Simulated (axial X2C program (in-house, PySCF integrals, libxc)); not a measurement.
The numbers below are computed, except where a source is named.
## MgI⁺: input and output of an EOM-EE-CCSD run

Program: an in-house all-electron X2C program for linear molecules (integrals from PySCF).

Input and command:
```json
{"zs": [53, 12], "q": 1, "bas": ["dyall-acv3z", "dyall-acv3z"], "r0": 2.72, "eom": "ee", "thr": -2.0, "nmax": 88}
```
```bash
python soeom.py task.json out
```

Keys: zs atomic numbers; q charge; bas basis sets; r0 starting distance in Å; eom kind of EOM run; thr threshold in hartree for freezing inner shells (an s shell follows its p shell); nmax most natural virtual spinors.

Output at R = 2.467 Å (near the PBE0 minimum at charge 1 of the determinant lowest at the starting distance; the state shown can have its own minimum elsewhere), reference MgI⁺:

```
two-component X2C + atomic mean field  HF
basis functions 240  fitting functions 1038  grid points 5079
iter        total energy     max residual
   1      -7309.461784959     4.10e-01
   2      -7309.483088593     6.85e-03
   3      -7309.483638310     7.85e-03
   4      -7309.483711780     1.60e-03
   5      -7309.483727371     5.98e-04
   6      -7309.483730427     3.85e-04
   7      -7309.483730809     6.79e-05
   8      -7309.483730894     3.61e-05
   9      -7309.483730903     1.36e-05
  10      -7309.483730904     1.92e-06
converged
one-electron -10284.96770894  Coulomb 3039.60858218  exact exchange -196.19966338  xc functional 0.00000000  nuclear repulsion 136.42347229  atomic mean-field constant -4.34841305
correlated 8  virtual 356  natural virtual 88  E(MP2) -0.158987780  MP2 remainder -0.012257870
iter   CCSD correlation   residual
   1     -0.157994864   8.78e-02
   2     -0.161668959   3.33e-02
   3     -0.162532634   1.33e-02
   4     -0.162550692   5.19e-03
   5     -0.162556684   1.85e-03
   6     -0.162559104   7.46e-04
   7     -0.162558781   3.15e-04
   8     -0.162560572   1.57e-04
   9     -0.162560174   7.85e-05
  10     -0.162559761   3.07e-05
  11     -0.162559490   1.43e-05
  12     -0.162559461   6.30e-06
  13     -0.162559451   2.57e-06
(T) -0.006916515  T1 0.0186  D1 0.0278  max T2 0.040
EOM-EE-CCSD roots
2*Omega      energy/Eh   energy/eV  one-particle weight
    0       0.09607248      2.6143      0.938
    0       0.10170870      2.7676      0.924
    0       0.13749929      3.7415      0.945
    0       0.16755608      4.5594      0.907
    0       0.18742970      5.1002      0.930
    2       0.08253448      2.2459      0.926
    2       0.09832117      2.6755      0.934
    2       0.13812769      3.7586      0.942
    2       0.18760790      5.1051      0.929
    4       0.08035264      2.1865      0.930
    4       0.19140728      5.2085      0.924
    4       0.20901871      5.6877      0.927
    6       0.18940512      5.1540      0.929
```
T1 in the output is the amplitude norm over the root of the electron number; divide by √2 for the Lee–Taylor value.

Reference electrons by ω block (each with its −ω partner): 1/2: 21, 3/2: 9, 5/2: 2. Root energies count from the CCSD energy of the reference. All roots sought are printed; those with a small one-particle weight need a further excitation, are placed far too high, and may in truth lie low or lowest. Inner shells are frozen, and levels at this size can be off by some tenths of an eV.
